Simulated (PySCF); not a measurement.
**Correlation energy of Zn⁺ (zinc, charge +1)**

[Ar] 3d10 4s1, 2S determinant. Calculation: PySCF 2.14, in aug-cc-pVDZ-PP with ECP10MDF (5s5p4d2f, 54 functions); a scalar-relativistic core potential. Frozen: 3s2 3p6; 11 electrons correlated.

MP2 pair energies summed by pair of shells (mhartree):

| pair | energy | share (%) |
| --- | --- | --- |
| 3d-3d | -395.91 | 94.0 |
| 3d-4s | -25.22 | 6.0 |

Total MP2 correlation energy: -421.13 mhartree.

Same-spin part -156.40 and opposite-spin part -264.73 mhartree; SCS-MP2 scales them by 1/3 and 6/5 to -369.81 mhartree.
